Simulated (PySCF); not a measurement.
# NMR data sheet: C₂H₅BFN

| Property | Result |
| --- | --- |
| Formula | C2H5BFN |
| SMILES | CC#[N+][BH2-]F |
| Point group of the computed structure | C1 |
| Carbon signals | 2 |
| Proton signals | 2 |

Atoms are numbered as in `[CH3:1][C:2]#[N+:3][BH2-:4][F:5]`; H(Xn) means a hydrogen on atom n.

Method: couplings computed with B3LYP/pcJ-1 (spin–dipole term only in couplings to heteroatoms), coordinates at the PBE0-D3(BJ)/def2-SVP level, GIAO HF/pcSseg-2 shieldings, in PySCF (one computed conformer, averaged over atoms made equivalent by symmetry, fast rotation or ring inversion, no relativistic terms, no solvent).

Scale: TMS for 1H, 13C; CFCl3 for 19F; 11B against BF3·OEt2; NH3 for 15N (reference shieldings calculated alike).

| carbon | δC, type | δH (multiplicity, J in Hz) | HMBC from (abs. J ≥ 3 Hz) | span of the C tensor (ppm) |
| --- | --- | --- | --- | --- |
| C1 | 1.0, CH3 | 2.28 (d, 1.8) | – | 17 |
| C2 | 125.1, C | – | H(B4), H(C1) | 291 |

Other nuclei:
| atoms | nucleus | environment | δ (ppm) | σ (ppm) |
| --- | --- | --- | --- | --- |
| H(B4) | 1H | hydrogen on a boron bonded to F, N | 2.99 | 28.69 |
| F5 | 19F | fluorine bonded to B | -186.1 | 431.4 |
| B4 | 11B | boron bonded to F, N, 2 H | -3.1 | 117.6 |
| N3 | 15N | donor nitrogen of a Lewis adduct | 230.4 | 30.3 |

Selected couplings (Hz, signed; the shortest-range and largest first, 30 at most; isotopes 13C, 1H, 11B, 19F, 15N): 1J(C1,H(C1)) 145.1, 1J(B4,H(B4)) 131.8, 1J(B4,F5) -126.4, 1J(C1,C2) 74.0, 1J(C2,N3) -46.8, 1J(N3,B4) -2.5, 2J(F5,H(B4)) 44.5, 2J(N3,F5) -11.8, 2J(N3,H(B4)) -2.8, 3J(C2,F5) 4.2, 3J(N3,H(C1)) -2.5.

1. δC 125.1: nitrilium-type carbon.
2. δC 1.0: methyl carbon α to a nitrile; aliphatic region, no heteroatom directly attached.
3. δH 2.99: hydrogen on a boron bonded to F, N.
4. δH 2.28: hydrogen on a methyl carbon α to a nitrile.

Hydrogens on boron are broadened and split by 11B (spin 3/2, 80 %) and 10B (spin 3). C–F couplings over four or more bonds (about 3 Hz to the para carbon of a fluoroarene) are left out. Multiplet labels drop couplings under 1 Hz and merge nearly equal ones. Shifts are as computed, not scaled to solution data. Of 1211 compounds with measured shifts, 218 miss one by over three times the rms of a fit or turn the order of signals round; such compounds aren't used in these exercises. Unscaled 19F shifts against computed CFCl3 carry errors that often reach 10 to 50 ppm. Experimental scales use liquid or dissolved standards, which lie at an offset from isolated NH3 (liquid NH3: subtract about 20 ppm). Unscaled 15N shifts of sp2 nitrogen come out 20 to 40 ppm too high even then.
